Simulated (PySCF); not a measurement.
Predicted microwave data (PBE0-D3(BJ)/def2-SVP geometry optimisation, gas phase in PySCF 2.14.0) for one isomer of C3H5Br:

- Rotational constants: A = 19354, B = 1964, C = 1906 MHz
- Dipole components: |μa| = 1.71 D, |μb| = 0.81 D, |μc| = 0.03 D
- Inertial defect: -18.31 u·Å²
- κ: -0.99

Problem. Which candidate fits, each taken in the one conformer that was computed?
A. 2-bromopropene (`C=C(C)Br`)
B. `C1C(Br)C1`
C. `[CH2:1]=[CH:2][CH2:3][Br:4]` with C1–C2–C3–Br4 116°

Solution. C. It is C=CCBr, a near-prolate asymmetric top, point group C1. The candidates at the same level (rigid rotor, commonest isotopes):

```csv
SMILES,A (MHz),B (MHz),C (MHz),μa (D),μb (D),μc (D),Δ (u·Å²),point group,rotor
BrC1CC1,16545,2567,2447,1.78,0.00,0.35,-20.91,Cs,near-prolate asymmetric top
C=C(C)Br,9270,3146,2384,1.54,0.28,0.00,-3.17,Cs,asymmetric top
C=CCBr,19354,1964,1906,1.71,0.81,0.03,-18.31,C1,near-prolate asymmetric top
```

`C=C(C)Br` has B 60 % too high; `BrC1CC1` has B 31 % too high. No structure here is proved a minimum.
